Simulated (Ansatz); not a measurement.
A calculation with Ansatz (development build ahead of 0.2.0).

```yaml
crystal:
  periodic: [false, false, false]
  atoms:
    - { symbol: H, position_ang: [1.62615, 0.00081, -0.01467] }
    - { symbol: H, position_ang: [1.26949, 0.93486, -0.01571] }
    - { symbol: H, position_ang: [0.522, 1.53347, 0.00096] }
    - { symbol: H, position_ang: [-0.47121, 1.53486, 0.0137] }
    - { symbol: H, position_ang: [-1.30528, 0.92577, -0.0238] }
    - { symbol: H, position_ang: [-1.58904, -0.00902, 0.02643] }
    - { symbol: H, position_ang: [-1.29051, -0.91382, 0.01324] }
    - { symbol: H, position_ang: [-0.51274, -1.52091, 0.02375] }
    - { symbol: H, position_ang: [0.4729, -1.54179, -0.0057] }
    - { symbol: H, position_ang: [1.28177, -0.96454, -0.01264] }
basis:
  gaussian: { orbitals: def2-SVP }
total_charge: 1
magnetization:
  spin_polarized: true
  initial_magnetization: 1
hamiltonian:
  xc: hf
correlation:
  method: mp2
  frozen_orbitals: { H: 0 }
output:
  forces: true
```

The input is written out in the form of the current development build from the run's settings.

Output:

| Quantity | Value |
| --- | --- |
| Converged | yes |
| Reference energy | -5.03487 hartree |
| Correlation energy | -0.16279 hartree |
| Total energy | -5.19766 hartree |
| Spin squared of the determinant | 0.819 |
| Stability test | minimum |

Forces (eV/Å):
| atom | Fx | Fy | Fz |
| --- | --- | --- | --- |
| H1 | -0.054 | -1.532 | -0.013 |
| H2 | 0.215 | -1.076 | 0.010 |
| H3 | -2.383 | 0.966 | 0.028 |
| H4 | 2.797 | 0.571 | -0.015 |
| H5 | -1.083 | -2.058 | 0.073 |
| H6 | -0.241 | 1.537 | -0.072 |
| H7 | -0.049 | 0.499 | -0.023 |
| H8 | 2.303 | -0.860 | -0.046 |
| H9 | -2.909 | -0.730 | 0.068 |
| H10 | 1.404 | 2.683 | -0.010 |

Caution: bonds are stretched, where a single reference can fail.
